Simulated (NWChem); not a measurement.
System: C2H7S cation; SMILES C[SH+]C

The following NWChem deck was run.

```
start job
memory heap 200 mb stack 900 mb global 1100 mb
charge 1
geometry units angstroms noautoz
  C      0.543374     0.003381     1.436876
  S     -0.572183     0.045408     0.000000
  C      0.543374     0.003381    -1.436876
  H      1.282623    -0.813176     1.342752
  H     -0.096333    -0.126314     2.331196
  H      1.035242     0.994248     1.476077
  H     -0.977282    -1.265054     0.000000
  H      1.282623    -0.813176    -1.342752
  H     -0.096333    -0.126314    -2.331196
  H      1.035242     0.994248    -1.476077
end
basis spherical
  * library 6-31g*
end
dft
  xc b3lyp
  iterations 150
end
tddft
  nroots 8
  notriplet
end
task tddft energy
```

Output (shortened):

```
             Northwest Computational Chemistry Package (NWChem) 7.3.0
             --------------------------------------------------------

 CS  symmetry detected

                             Geometry "geometry" -> ""
                             -------------------------

 Output coordinates in angstroms (scale by  1.889725989 to convert to a.u.)

  No.       Tag          Charge          X              Y              Z
 ---- ---------------- ---------- -------------- -------------- --------------
    1 C                    6.0000     0.51982036     0.00167762    -1.43687600
    2 S                   16.0000    -0.59436324     0.07116577     0.00000000
    3 C                    6.0000     0.51982036     0.00167762     1.43687600
    4 H                    1.0000     1.23873500    -0.83283790    -1.34275200
    5 H                    1.0000    -0.12288673    -0.11222336    -2.33119600
    6 H                    1.0000     1.03594220     0.98013037    -1.47607700
    7 H                    1.0000    -1.03161337    -1.22892199     0.00000000
    8 H                    1.0000     1.23873500    -0.83283790     1.34275200
    9 H                    1.0000    -0.12288673    -0.11222336     2.33119600
   10 H                    1.0000     1.03594220     0.98013037     1.47607700

 Effective nuclear repulsion energy (a.u.)     119.5802488565

      Symmetry information
      --------------------

 Group name             Cs
 Group number              2
 Group order               2
 No. of unique centers     6

                                 NWChem DFT Module
                                 -----------------

 Summary of "ao basis" -> "ao basis" (spherical)
 ------------------------------------------------------------------------------
       Tag                 Description            Shells   Functions and Types
 ---------------- ------------------------------  ------  ---------------------
 C                           6-31g*                  6       14   3s2p1d
 S                           6-31g*                  8       18   4s3p1d
 H                           6-31g*                  2        2   2s

      Symmetry analysis of basis
      --------------------------

        a'         35
        a"         25

            General Information
            -------------------
          SCF calculation type: DFT
          Wavefunction type:  closed shell.
          No. of atoms     :    10
          No. of electrons :    34
           Alpha electrons :    17
            Beta electrons :    17
          Charge           :     1
          Spin multiplicity:     1
          Use of symmetry is: off; symmetry adaption is: on
          Maximum number of iterations: 150
          AO basis - number of functions:    60
                     number of shells:    34
          Convergence on energy requested:  1.00D-06
          Convergence on density requested:  1.00D-05
          Convergence on gradient requested:  5.00D-04

              XC Information
              --------------
                         B3LYP Method XC Potential
                     Hartree-Fock (Exact) Exchange  0.200
                        Slater Exchange Functional  0.800 local
                    Becke 1988 Exchange Functional  0.720 non-local
              Lee-Yang-Parr Correlation Functional  0.810
                  VWN I RPA Correlation Functional  0.190 local

[...]

                                NWChem TDDFT Module
                                -------------------

            General Information
            -------------------
           No. of orbitals :     120
            Alpha orbitals :      60
             Beta orbitals :      60
        Alpha frozen cores :       0
         Beta frozen cores :       0
     Alpha frozen virtuals :       0
      Beta frozen virtuals :       0
         Spin multiplicity :       1
    Number of AO functions :      60
        Use of symmetry is : off
      Symmetry adaption is : on
         Schwarz screening :  0.10D-07

              XC Information
              --------------
                  B3LYP Method XC Potential
              Hartree-Fock (Exact) Exchange   0.20
                 Slater Exchange Functional   0.80 local
             Becke 1988 Exchange Functional   0.72 non-local
       Lee-Yang-Parr Correlation Functional   0.81
           VWN I RPA Correlation Functional   0.19 local

             TDDFT Information
             -----------------
          Calculation type : TDDFT
         Wavefunction type : Restricted singlets
          No. of electrons :      34
           Alpha electrons :      17
            Beta electrons :      17
              No. of roots :       8
          Max subspacesize :    5600
            Max iterations :     100
               Target root :       1
           Target symmetry : none
      Symmetry restriction : off
                 Algorithm : Optimal
        Davidson threshold :  0.10D-03

    8 smallest eigenvalue differences (eV)
--------------------------------------------------------
  No. Spin  Occ  Vir  Irrep   E(Occ)    E(Vir)   E(Diff)
--------------------------------------------------------
    1    1   17   18 a'       -0.547    -0.211     9.134
    2    1   17   19 a"       -0.547    -0.199     9.469
    3    1   16   18 a"       -0.601    -0.211    10.600
    4    1   17   20 a'       -0.547    -0.155    10.666
    5    1   15   18 a'       -0.611    -0.211    10.884
    6    1   16   19 a'       -0.601    -0.199    10.936
    7    1   15   19 a"       -0.611    -0.199    11.220
    8    1   14   18 a"       -0.630    -0.211    11.388
--------------------------------------------------------

  Entering Davidson iterations
  Restricted singlet excited states

  Iter   NTrls   NConv    DeltaV     DeltaE      Time
  ----  ------  ------  ---------  ---------  ---------
    1      8       0     0.23E+00   0.10+100        7.7
    2     24       0     0.50E-01   0.20E-01       12.5
    3     40       0     0.16E-01   0.11E-02       13.8
    4     56       0     0.55E-02   0.12E-03        8.6
    5     72       0     0.25E-02   0.11E-04        9.0
    6     88       0     0.85E-03   0.19E-05        9.3
    7    104       3     0.31E-03   0.17E-06        9.7
    8    114       6     0.11E-03   0.18E-07        6.9
    9    118       8     0.68E-04   0.23E-08        4.0
  ----  ------  ------  ---------  ---------  ---------
  Convergence criterion met

  Ground state a'       -478.330812366900 a.u.

  ----------------------------------------------------------------------------
  Root   1 singlet a'             0.297561543 a.u.                8.0971 eV
  ----------------------------------------------------------------------------
     Transition Moments    X  0.41774   Y  0.23851   Z  0.00000
     Dipole Oscillator Strength                    0.0459033189
     Electric Quadrupole                           0.0000002274
     Magnetic Dipole                               0.0000023388
     Total Oscillator Strength                     0.0459058851

     Occ.   11  a'  ---  Virt.   18  a'   0.06912 X
     Occ.   13  a"  ---  Virt.   19  a"  -0.07690 X
     Occ.   15  a'  ---  Virt.   18  a'   0.10404 X
     Occ.   16  a"  ---  Virt.   19  a"   0.08478 X
     Occ.   17  a'  ---  Virt.   18  a'   0.98164 X
  ----------------------------------------------------------------------------
  Root   2 singlet a"             0.310606329 a.u.                8.4520 eV
  ----------------------------------------------------------------------------
     Transition Moments    X -0.00000   Y -0.00000   Z  0.58322
     Dipole Oscillator Strength                    0.0704354256
     Electric Quadrupole                           0.0000000035
     Magnetic Dipole                               0.0000021506
     Total Oscillator Strength                     0.0704375797

     Occ.   13  a"  ---  Virt.   18  a'  -0.06482 X
     Occ.   15  a'  ---  Virt.   19  a"  -0.08325 X
     Occ.   16  a"  ---  Virt.   18  a'   0.20799 X
     Occ.   16  a"  ---  Virt.   20  a'   0.10272 X
     Occ.   17  a'  ---  Virt.   19  a"   0.96176 X
  ----------------------------------------------------------------------------
  Root   3 singlet a"             0.346219259 a.u.                9.4211 eV
  ----------------------------------------------------------------------------
     Transition Moments    X  0.00000   Y -0.00000   Z -0.43308
     Dipole Oscillator Strength                    0.0432914556
     Electric Quadrupole                           0.0000000109
     Magnetic Dipole                               0.0000006921
     Total Oscillator Strength                     0.0432921586

     Occ.   15  a'  ---  Virt.   19  a"   0.39548 X
     Occ.   16  a"  ---  Virt.   18  a'   0.89901 X
     Occ.   17  a'  ---  Virt.   19  a"  -0.15328 X
  ----------------------------------------------------------------------------
  Root   4 singlet a'             0.347045735 a.u.                9.4436 eV
  ----------------------------------------------------------------------------
     Transition Moments    X  0.20524   Y -0.13620   Z  0.00000
     Dipole Oscillator Strength                    0.0140382311
     Electric Quadrupole                           0.0000003204
     Magnetic Dipole                               0.0000002405
     Total Oscillator Strength                     0.0140387920

[...]
```

Level: B3LYP/6-31G* (spherical d), full TDDFT. Coordinates come from a PBE-D3(BJ)/def2-SVP optimisation. B3LYP is NWChem's, with the RPA form of VWN correlation.
